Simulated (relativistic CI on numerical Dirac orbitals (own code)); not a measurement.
## Er4+ (4f10) in a crystal field

Calculated by Dirac-Coulomb-Breit CI, KLI orbitals optimised for each configuration, a model potential for QED, valence Slater integrals scaled by 0.7, one configuration in a parametric crystal field (own radial code).

Field parameters in Wybourne normalisation; cubic f-shell fields have B⁴₄ = √(5/14) B⁴₀ and B⁶₄ = −√(7/2) B⁶₀. The field is a parameter set, without covalency.

S is read from ⟨S²⟩ = S(S + 1).

Powder χT (cm³ K mol⁻¹) by Van Vleck's formula, with temperature-independent terms:

| Field | 2 K | 5 K | 10 K | 20 K | 50 K | 100 K | 200 K | 300 K |
| --- | --- | --- | --- | --- | --- | --- | --- | --- |
| C2v, B20 = -150, B22 = -540, B40 = -1400, B42 = 660, B44 = 270, B60 = 1010, B62 = -260, B64 = 240, B66 = 690 cm⁻¹ | 1.72 | 4.16 | 6.92 | 9.21 | 11.2 | 12.3 | 13.1 | 13.5 |
| D3d, B20 = -880, B40 = -2190, B43 = 600, B60 = 790, B63 = -550, B66 = -630 cm⁻¹ | 2.84 | 4.78 | 7.18 | 9.53 | 11.3 | 12.2 | 13 | 13.4 |
| D3d, B20 = -1650, B40 = 1550, B43 = 2530, B60 = -30, B63 = -650, B66 = 810 cm⁻¹ | 1.16 | 2.9 | 5.61 | 8.85 | 11.5 | 12.4 | 13 | 13.3 |
| D4h, B20 = 1800, B40 = -2070, B44 = 1710, B60 = -420, B64 = -720 cm⁻¹ | 8.62 | 9 | 9.6 | 10.6 | 12 | 12.8 | 13.4 | 13.6 |
| D4h, B20 = 2040, B40 = 2470, B44 = 590, B60 = 960, B64 = 900 cm⁻¹ | 11.6 | 11.6 | 11.7 | 11.7 | 12 | 12.3 | 12.8 | 13.2 |
| Oh, B40 = 2650, B60 = 1010 cm⁻¹ | 0.814 | 2.03 | 4.05 | 7.3 | 10.4 | 11.4 | 12.3 | 12.8 |

Q: For D3d, B20 = -880, B40 = -2190, B43 = 600, B60 = 790, B63 = -550, B66 = -630 cm⁻¹: what effective moment follows at 300 K?

A: μ_eff = √(8χT) = 10.35 μB. The LS value g√(J(J + 1)) of the free ion's 5I_8 level is 10.61 μB. The level holds only 89 % of that term, so intermediate coupling accounts for much of any difference.
